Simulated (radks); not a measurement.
The numbers below are computed, except where a source is named.
Mean orbital radii <r> (bohr) of the gold ion Au+, [Xe] 4f14 5d10, at several levels of relativity; Dirac values are averaged over j with weights 2j + 1. Spin-unpolarised spherical Kohn-Sham, PBE, point nucleus unless stated (finite: rms radius 5.4371 fm), a radial shooting solver on a logarithmic mesh with Libxc functionals. A level marked "c x" has the speed of light scaled by that factor and shares open shells by 2j + 1; other Dirac levels either fill j = l - 1/2 first or share by 2j + 1.

shell       non-rel.  scalar-rel.  scalar-rel., finite nucleus  Dirac, 2j+1 shares, finite nucleus  change of magnitude, last against first (%)
3s            0.2037       0.1838                       0.1839                              0.1833                                       -10.03
3p            0.1941       0.1851                       0.1851                              0.1840                                        -5.19
3d            0.1695       0.1677                       0.1677                              0.1677                                        -1.07
4s            0.4487       0.4070                       0.4071                              0.4070                                        -9.29
4p            0.4528       0.4335                       0.4335                              0.4321                                        -4.58
4d            0.4609       0.4584                       0.4584                              0.4586                                        -0.49
4f            0.4868       0.4987                       0.4987                              0.4993                                        +2.58
5s             1.028       0.9275                       0.9277                              0.9287                                        -9.68
5p             1.120        1.074                        1.074                               1.071                                        -4.38
5d             1.548        1.575                        1.575                               1.578                                        +1.93
6s (empty)     3.017        2.643                        2.644                               2.645                                       -12.33
6p (empty)     3.851        3.653                        3.653                               3.635                                        -5.61
